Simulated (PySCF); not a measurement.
## Spinor energies of Lu³⁶⁺ (lutetium, charge +36)

Start: [Ar] 3d10 4s2 4p5; 4p1/2 filled at m_j = -1/2, +1/2; 4p3/2 filled at m_j = -1/2, +1/2, +3/2. Calculated with PySCF 2.14 in an even-tempered Gaussian basis (17 s from 3.9 bohr⁻², ratio 2.8; 14 p from 5.1 bohr⁻², ratio 2.8; 8 d from 9 bohr⁻², ratio 2.8; 4 f from 25 bohr⁻², ratio 3): generalised Hartree-Fock with the X2C-1e Hamiltonian and a Gaussian nucleus; one run each with spin-orbit coupling (SO) switched off, then screened by Boettger's factors.

| spinor shell | electrons | ε, spin-free (eV) | ε, screened SO (eV) | weight of nominal j (screened SO) | rms radius, screened SO (bohr) |
| --- | --- | --- | --- | --- | --- |
| 1s1/2 | 2 | -65198.6 | -65180.7 | 1.000 | 0.0219 |
| 2s1/2 | 2 | -12514.0 | -12507.7 | 1.000 | 0.0885 |
| 2p1/2 | 2 | -11196.1 | -11991.7 | 1.000 | 0.0753 |
| 2p3/2 | 4 | -11196.1 | -10866.5 | 1.000 | 0.0824 |
| 3s1/2 | 2 | -4033.3 | -4030.7 | 1.000 | 0.224 |
| 3p1/2 | 2 | -3627.7 | -3805.2 | 1.000 | 0.215 |
| 3p3/2 | 4 | -3627.7 | -3552.0 | 1.000 | 0.229 |
| 3d3/2 | 4 | -3148.0 | -3179.2 | 1.000 | 0.202 |
| 3d5/2 | 6 | -3148.0 | -3124.3 | 1.000 | 0.206 |
| 4s1/2 | 2 | -1811.9 | -1810.9 | 1.000 | 0.474 |
| 4p1/2 | 2 | -1661.3 | -1714.8 | 0.999 | 0.471 |
| 4p3/2 | 3 | -1661.3 | -1638.2 | 0.999 | 0.494 |

```
   quantity     spin-free   screened SO
E (hartree)  -13795.09867  -13810.50760
        M_J           3/2           3/2
       ⟨J²⟩         3.751         3.751
       ⟨L²⟩         2.001         2.060
       ⟨S²⟩         0.750         0.810
```

Each row is a mean over spinors that exchange with the open shell spreads, by up to 11.773 eV (4s1/2).

Breit and QED terms are absent; they matter most for the inner s and p1/2 levels.

Densities and radii are taken from the X2C orbitals without a picture-change correction, which distorts them close to the nucleus.

Without spin-orbit coupling the j labels of p, d and f shells carry no meaning; the spin-free column gives the mean over the occupied spinors of each nl shell.
